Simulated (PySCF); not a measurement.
Spectra and structures to be paired. The calculation used TDDFT B3LYP/def2-SVPD, vertical, gas phase, core orbitals frozen in the response, def2 core potentials past Kr in PySCF. Geometries: PBE0-D3(BJ)/def2-SVP; one conformer of each isolated species. Triplets are in the Tamm–Dancoff approximation. Atoms past krypton carry core potentials; spin–orbit coupling is left out.

A. `[S]=[W](=[S])([Cl])[Cl]`
B. `c1(ccccn1)C=O`
C. `C1C[Se][C@@H]1OC=O`
D. `CCC[AsH2+][AlH3-]`

Lowest singlet levels (six at most, fewer where fewer were computed) with oscillator strengths:

1. 309 nm (f 0.000); 261 nm (f 0.001); 220 nm (f 0.006); 217 nm (f 0.004); 216 nm (f 0.043); 203 nm (f 0.025)
2. 356 nm (f 0.000); 293 nm (f 0.001); 255 nm (f 0.002); 248 nm (f 0.118); 231 nm (f 0.001); 228 nm (f 0.112); T1 3.00 eV
3. 456 nm (f 0.009); 451 nm (f 0.002); 358 nm (f 0.000); 349 nm (f 0.011); 348 nm (f 0.000); 318 nm (f 0.001); T1 2.29 eV
4. 204 nm (f 0.006); 203 nm (f 0.011); 197 nm (f 0.020); 195 nm (f 0.011); 194 nm (f 0.002); 191 nm (f 0.006); T1 5.83 eV

**Question.** Which spectrum belongs to which structure?

**Answer.** 1 = C, 2 = B, 3 = A, 4 = D.
- A: S1 at 2.72 eV, HOMO→LUMO (95%); for S1 the Löwdin share of tungsten is 6% in HOMO and 57% in LUMO (ligand-to-metal charge transfer by this measure); HOMO -7.55 and LUMO -3.87 eV; point group C2v, 2 of its 6 listed states under f = 0.0005.
- B: S1 at 3.48 eV, HOMO→LUMO (95%); Löwdin shares by element: HOMO oxygen 45%, carbon 23% or more, nitrogen 15% (atoms not listed hold the other 17%); LUMO carbon 47% or more, oxygen 20% (atoms not listed hold the other 33%); HOMO -7.36 and LUMO -2.44 eV; point group Cs, 1 of its 6 listed states under f = 0.0005.
- C: S1 at 4.01 eV, HOMO→LUMO (93%); Löwdin shares by element: HOMO selenium 74%, carbon 17% or more; LUMO selenium 45%, carbon 22% or more, oxygen 11% or more (atoms not listed hold the other 23%); HOMO -6.21 and LUMO -0.99 eV.
- D: S1 at 6.06 eV, HOMO→LUMO (64%), HOMO-1→LUMO (31%); Löwdin shares by element: HOMO hydrogen 53% or more, aluminium 37%; LUMO arsenic 31%, hydrogen 25% or more, carbon 10% or more (atoms not listed hold the other 35%); HOMO -7.42 and LUMO -0.61 eV.
